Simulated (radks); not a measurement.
The numbers below are computed, except where a source is named.
Species: the tungsten ion W49+. Configuration: [Ne] 3p6 3d7 4f2 (not the ground configuration).

Code: a radial shooting solver on a logarithmic mesh with Libxc functionals. Model: Dirac Kohn-Sham, LDA (Slater exchange, Perdew-Wang correlation), spin-unpolarised, spherical densities, point nucleus; open shells fill j = l - 1/2 first.

Energy parts (eV):
total: -380301.28
kinetic: 432842.20
electron-nucleus: -868788.97
Hartree: 61174.63
exchange-correlation: -5529.14

Orbitals (lengths in bohr, moments of r in powers of bohr; r(max) is where P^2 peaks):
| orbital | occ. | eigenvalue (eV) | <r^2> | r(max) | small-component weight |
|---|---|---|---|---|---|
| 1s1/2 | 2 | -72374.75 | 0.0004630 | 0.01146 | 7.79e-02 |
| 2s1/2 | 2 | -14878.59 | 0.006990 | 0.06573 | 1.78e-02 |
| 2p1/2 | 2 | -14384.89 | 0.004981 | 0.04880 | 1.79e-02 |
| 2p3/2 | 4 | -13017.39 | 0.006153 | 0.05560 | 1.62e-02 |
| 3p1/2 | 2 | -5175.600 | 0.03852 | 0.1690 | 6.31e-03 |
| 3p3/2 | 4 | -4849.276 | 0.04394 | 0.1819 | 5.85e-03 |
| 3d3/2 | 4 | -4525.097 | 0.03302 | 0.1408 | 5.69e-03 |
| 3d5/2 | 3 | -4451.146 | 0.03446 | 0.1443 | 5.57e-03 |
| 4f5/2 | 2 | -2199.493 | 0.1244 | 0.2934 | 2.44e-03 |
| 4f7/2 | 0 | -2190.555 | 0.1260 | 0.2955 | 2.43e-03 |

The highest occupied level is 4f5/2 at -2199.5 eV. Summed over all electrons, <r^2> = 0.7866 bohr^2, which gives a Langevin (diamagnetic) susceptibility term of -0.623 x 10^-6 cm^3/mol. The density falls to 0.001 e/bohr^3 at r = 0.88 bohr.
